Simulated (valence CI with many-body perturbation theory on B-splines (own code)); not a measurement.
Energy levels of Ag42+

Calculated by configuration interaction combined with many-body perturbation theory (CI+MBPT): three valence electrons over a frozen Dirac-Fock core [He], a basis of 11 s, 11 p, 10 d, 8 f, 5 g, 2 h functions for each j, with the one-electron correlation potential Σ1 (screened to all orders), the two-electron term Σ2, the three-electron term Σ3, Breit, model QED; selected single and double excitations, second order for the rest, scaled by the run's own slope (own B-spline code, finite nucleus).

No measured spectrum was set against this ion. As an estimate, large intervals hold to a few tenths of a per cent, small ones and those within an open d or f shell to about a per cent.

Levels 1 to 45 of 197, with energies above the lowest level, (2s^2 2p1/2) J=1/2. "Leading %" is the weight of the configuration and term that name the level; weights of strongly mixed levels are sums over their largest components and can fall short. In the jj column 3d3/2^4 stands for four electrons in 3d with j = 3/2. Lifetimes count E1, E2, E3, M1 and M2 decay at the calculated energies, and are blank where another channel may lead or the interval is too uncertain; long ones can be off by a factor of two.

| No. | Configuration | Term | J | E (Ry) | Leading % | Leading jj | Lifetime | g |
| --- | --- | --- | --- | --- | --- | --- | --- | --- |
| 1 | 2s2 2p | 2P° | 1/2 | 0.00 | 99 | 2s^2 2p1/2 (99 %) |  | 0.647 |
| 2 | 2s 2p2 | 4P | 1/2 | 9.72 | 65 | 2s 2p1/2^2 (95 %) | 181 ps | 2.273 |
| 3 | 2s2 2p | 2P° | 3/2 | 14.34 | 98 | 2s^2 2p3/2 (98 %) | 16.9 ns | 1.320 |
| 4 | 2s 2p2 | 4P | 3/2 | 21.19 | 94 | 2s 2p1/2 2p3/2 (99 %) | 997 ps | 1.673 |
| 5 | 2s 2p2 | 2D | 5/2 | 23.18 | 51 | 2s 2p1/2 2p3/2 (97 %) | 356 ps | 1.381 |
| 6 | 2s 2p2 | 2D | 3/2 | 26.34 | 70 | 2s 2p1/2 2p3/2 (99 %) | 4.03 ps | 0.948 |
| 7 | 2s 2p2 | 2P | 1/2 | 26.55 | 73 | 2s 2p1/2 2p3/2 (94 %) | 2.83 ps | 1.175 |
| 8 | 2s 2p2 | 4P | 5/2 | 36.89 | 51 | 2s 2p3/2^2 (97 %) | 18.2 ps | 1.390 |
| 9 | 2p3 | 2P° | 3/2 | 37.01 | 43 | 2p1/2^2 2p3/2 (98 %) | 4.21 ps | 1.394 |
| 10 | 2s 2p2 | 2S | 1/2 | 41.48 | 71 | 2s 2p3/2^2 (98 %) | 3.42 ps | 1.844 |
| 11 | 2s 2p2 | 2P | 3/2 | 41.56 | 69 | 2s 2p3/2^2 (98 %) | 2.07 ps | 1.205 |
| 12 | 2p3 | 4S° | 3/2 | 49.46 | 52 | 2p1/2 2p3/2^2 (99 %) | 2.42 ps | 1.423 |
| 13 | 2p3 | 2D° | 5/2 | 50.74 | 100 | 2p1/2 2p3/2^2 (100 %) | 2.93 ps | 1.185 |
| 14 | 2p3 | 2P° | 1/2 | 53.15 | 99 | 2p1/2 2p3/2^2 (99 %) | 2.00 ps | 0.647 |
| 15 | 2p3 | 2P° | 3/2 | 65.93 | 55 | 2p3/2^3 (99 %) | 1.65 ps | 1.277 |
| 16 | 2s2 3s | 2S | 1/2 | 279.41 | 97 | 2s^2 3s (97 %) | 27.5 fs | 1.995 |
| 17 | 2s2 3p | 2P° | 1/2 | 282.86 | 95 | 2s^2 3p1/2 (95 %) | 598 fs | 0.670 |
| 18 | 2s 2p 3s | 4P° | 1/2 | 286.16 | 88 | 2s 2p1/2 3s (98 %) | 30.0 fs | 2.418 |
| 19 | 2s2 3p | 2P° | 3/2 | 286.56 | 56 | 2s^2 3p3/2 (56 %) | 65.4 fs | 1.427 |
| 20 | 2s 2p 3s | 4P° | 3/2 | 287.88 | 42 | 2s 2p1/2 3s (55 %) | 39.2 fs | 1.494 |
| 21 | 2s 2p 3s | 2P° | 1/2 | 288.50 | 93 | 2s 2p1/2 3s (97 %) | 40.4 fs | 0.746 |
| 22 | 2s 2p 3p | 4D | 1/2 | 289.09 | 73 | 2s 2p1/2 3p1/2 (99 %) | 39.0 fs | 0.253 |
| 23 | 2s2 3d | 2D | 3/2 | 289.70 | 75 | 2s^2 3d3/2 (75 %) | 3.43 fs | 0.868 |
| 24 | 2s 2p 3p | 4D | 3/2 | 290.45 | 38 | 2s 2p1/2 3p1/2 (74 %) | 57.2 fs | 1.079 |
| 25 | 2s2 3d | 2D | 5/2 | 291.08 | 97 | 2s^2 3d5/2 (97 %) | 4.12 fs | 1.196 |
| 26 | 2s 2p 3p | 4P | 1/2 | 291.92 | 54 | 2s 2p1/2 3p1/2 (97 %) | 30.8 fs | 2.053 |
| 27 | 2s 2p 3p | 4P | 3/2 | 293.87 | 30 | 2s 2p1/2 3p3/2 (99 %) | 32.0 fs | 1.414 |
| 28 | 2s 2p 3p | 2P | 1/2 | 294.85 | 42 | 2s 2p1/2 3p3/2 (88 %) | 10.5 fs | 1.278 |
| 29 | 2s 2p 3p | 4D | 5/2 | 295.12 | 54 | 2s 2p1/2 3p3/2 (96 %) | 256 fs | 1.352 |
| 30 | 2s 2p 3p | 2D | 3/2 | 295.36 | 48 | 2s 2p1/2 3p3/2 (97 %) | 13.9 fs | 1.243 |
| 31 | 2s 2p 3d | 4F° | 3/2 | 295.91 | 75 | 2s 2p1/2 3d3/2 (99 %) | 18.1 fs | 0.544 |
| 32 | 2s 2p 3d | 4F° | 5/2 | 297.04 | 64 | 2s 2p1/2 3d3/2 (77 %) | 14.3 fs | 1.055 |
| 33 | 2s 2p 3d | 4P° | 5/2 | 297.80 | 42 | 2s 2p1/2 3d5/2 (84 %) | 4.39 fs | 1.353 |
| 34 | 2s 2p 3d | 4D° | 1/2 | 297.95 | 60 | 2s 2p1/2 3d3/2 (92 %) | 2.56 fs | 0.389 |
| 35 | 2s 2p 3d | 4D° | 3/2 | 298.02 | 38 | 2s 2p1/2 3d3/2 (86 %) | 3.31 fs | 1.264 |
| 36 | 2s 2p 3d | 4F° | 7/2 | 298.83 | 46 | 2s 2p1/2 3d5/2 (97 %) | 4.79 fs | 1.252 |
| 37 | 2p2 3s | 4P | 1/2 | 299.27 | 49 | 2p1/2^2 3s (88 %) | 31.9 fs | 2.004 |
| 38 | 2s 2p 3d | 2D° | 3/2 | 299.57 | 47 | 2s 2p1/2 3d5/2 (84 %) | 4.64 fs | 1.032 |
| 39 | 2s 2p 3d | 2F° | 5/2 | 299.57 | 60 | 2s 2p1/2 3d5/2 (88 %) | 4.66 fs | 1.045 |
| 40 | 2s 2p 3s | 4P° | 5/2 | 300.53 | 94 | 2s 2p3/2 3s (94 %) | 51.0 fs | 1.571 |
| 41 | 2s 2p 3s | 2P° | 3/2 | 301.62 | 80 | 2s 2p3/2 3s (99 %) | 24.2 fs | 1.394 |
| 42 | 2p2 3p | 4D° | 1/2 | 301.72 | 40 | 2p1/2^2 3p1/2 (92 %) | 31.2 fs | 0.650 |
| 43 | 2s 2p 3p | 4P | 3/2 | 304.27 | 48 | 2s 2p3/2 3p1/2 (99 %) | 41.5 fs | 1.630 |
| 44 | 2s 2p 3p | 2D | 5/2 | 304.46 | 42 | 2s 2p3/2 3p1/2 (98 %) | 18.3 fs | 1.344 |
| 45 | 2s 2p 3s | 2P° | 1/2 | 304.89 | 92 | 2s 2p3/2 3s (96 %) | 19.6 fs | 0.782 |

The ionisation energy to 2s2 1S_0 of the next ion comes out as 6787 eV (NIST: 6785 ± 5 eV (semi-empirical)). All 197 levels together are meant to be complete up to 405.71 Ry.
